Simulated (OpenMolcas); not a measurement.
Rh2+ among 2 point charges of -2 e arranged as a linear pair (D∞h), 1.88 Å from the ion.

```
Program             : OpenMolcas 26.06
Method              : SS-CASPT2, IPEA 0.25 Eh, imaginary shift 0.1 Eh (closed shells correlated: 4s 4p)
Basis               : ANO-RCC-VDZP [6s5p3d1f]
Scalar Hamiltonian  : DKH2, point nucleus
Active space        : 7 electrons in 5 orbitals (4d)
State averaging     : 2S+1 = 4 even, 10 roots; 2S+1 = 2 even, 40 roots
Spin-orbit coupling : RASSI with atomic mean-field integrals over the reference wave functions
```

(1) What is the spin-free ground state (labels by Λ)?

(2) Where is the first state of the same spin?

(3) What are the lowest two levels with spin-orbit coupling?

(4) What is χT at 300 K, and how does it compare with the textbook value?

## Answers

(1) 4Σ, 1-fold in its orbital part, 54 % from free-ion P terms; it has the highest spin that d7 allows.

(2) 4Φ at 6580 cm-1 above the ground state.

(3) A 2-fold level with g = 0.00, 0.00, 5.94, then a 2-fold level 20 cm-1 above it. Their leading multiplicities are 4 (98 %) and 4 (99 %).

(4) The lowest level has 2S+1 = 4, for which the spin-only value is χT = S(S+1) / 2 = 1.875 cm3 K/mol (g = 2). The computed 2.243 at 300 K differs by +0.368, through orbital momentum, spin-orbit coupling and any other state in reach.

Roots that are degenerate in the reference are averaged as groups; the widest CASPT2 spread within a group is 20 cm-1 (the 2-fold group of multiplicity 2 near 36400 cm-1 above the lowest state of its run). Shifts and gaps below about the spread of the groups concerned are not significant. Point charges give a weaker field than real ligands, and real ions of this kind are as a rule low spin; the high spin found here belongs to the model. Free-ion shares, where given, are those of the reference states; single-state CASPT2 does not remix them. Point charges carry no covalency, so the field is a model and not that of real ligands. No measured value stands beside these numbers.
